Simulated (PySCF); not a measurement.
**Deuteron quadrupole couplings in `C=CP1CCCCCC1`**

Species: C₈H₁₅P.
Geometry (GFN2-xTB, Å), atoms numbered from 1 in this order:
```
atom  x, y, z in Å
C1     3.6870    0.3831    0.1512
C2     2.6165   -0.3034   -0.2142
P3     1.0264   -0.1824    0.6796
C4     0.1284   -1.4899   -0.2997
C5    -1.2742   -1.7765    0.2338
C6    -1.9851   -0.5377    0.7765
C7    -2.0648    0.6371   -0.2058
C8    -1.0190    1.7189    0.0675
C9     0.4095    1.3080   -0.2662
H10    3.6664    1.0474    1.0003
H11    4.6240    0.3182   -0.3799
H12    2.6587   -0.9851   -1.0567
H13    0.0875   -1.1646   -1.3440
H14    0.7276   -2.4040   -0.2577
H15   -1.2096   -2.5050    1.0452
H16   -1.8759   -2.2256   -0.5618
H17   -2.9937   -0.8334    1.0754
H18   -1.4620   -0.2093    1.6795
H19   -3.0500    1.1024   -0.1247
H20   -1.9632    0.2765   -1.2310
H21   -1.0760    2.0045    1.1207
H22   -1.2653    2.6042   -0.5269
H23    1.0873    2.1298   -0.0158
H24    0.5080    1.1066   -1.3380
```

Level: PBE0/pcSseg-1 (PySCF, non-relativistic); Q(2H) = 0.00286 b; rigid geometry, the same for H and D, with no vibrational averaging.

**Question.** Rank these positions by the coupling χzz of a deuteron there, largest first.
A. H16 (methylene hydrogen)
B. H18 (methylene hydrogen)
C. H10 (vinylic hydrogen)
D. H12 (vinylic hydrogen)

**Answer.** C (224 kHz), D (217 kHz), A (203 kHz), B (198 kHz).

**Question.** What are Vzz, η and χzz (234.96 MHz × Q × Vzz) at all hydrogens?

**Answer.** 
| atom | bonded to | bond length (Å) | Vzz (au) | η | χzz (kHz) |
| --- | --- | --- | --- | --- | --- |
| H10 | C1 | 1.078 | 0.3328 | 0.05 | 224 |
| H11 | C1 | 1.079 | 0.3339 | 0.04 | 224 |
| H12 | C2 | 1.085 | 0.3230 | 0.04 | 217 |
| H13 | C4 | 1.095 | 0.3016 | 0.02 | 203 |
| H14 | C4 | 1.094 | 0.3043 | 0.02 | 205 |
| H15 | C5 | 1.092 | 0.3031 | 0.02 | 204 |
| H16 | C5 | 1.094 | 0.3016 | 0.02 | 203 |
| H17 | C6 | 1.093 | 0.3042 | 0.03 | 204 |
| H18 | C6 | 1.094 | 0.2945 | 0.02 | 198 |
| H19 | C7 | 1.093 | 0.3039 | 0.02 | 204 |
| H20 | C7 | 1.092 | 0.3058 | 0.02 | 205 |
| H21 | C8 | 1.093 | 0.3015 | 0.02 | 203 |
| H22 | C8 | 1.095 | 0.3008 | 0.02 | 202 |
| H23 | C9 | 1.094 | 0.3030 | 0.02 | 204 |
| H24 | C9 | 1.095 | 0.3008 | 0.01 | 202 |

**Question.** How does χzz go with the bond length over the 15 C–H bonds?

**Answer.** A straight-line fit has a slope of -14.2 kHz for each 0.01 Å, with a correlation coefficient of -0.98, over lengths from 1.078 to 1.095 Å. The longer bonds have the smaller couplings here.

**Question.** A static deuteron (I = 1) shows a doublet split by (3/2)χ, (3/4)χ(1 + η) and (3/4)χ(1 − η) with the field along z, y and x of the gradient. What are these for H22?

**Answer.** With |χ| = 202.2 kHz and η = 0.021: 303, 155 and 148 kHz, to first order and without motion.

Geometry: GFN2-xTB, one conformer, isolated molecule. GFN2-xTB frequencies show an imaginary mode (35i cm⁻¹), so this geometry is no minimum at that level. GFN2-xTB bond lengths can be off by several hundredths of an ångström, more for odd bonds, and the gradients follow them. With so small a basis the couplings can be 20 % off.
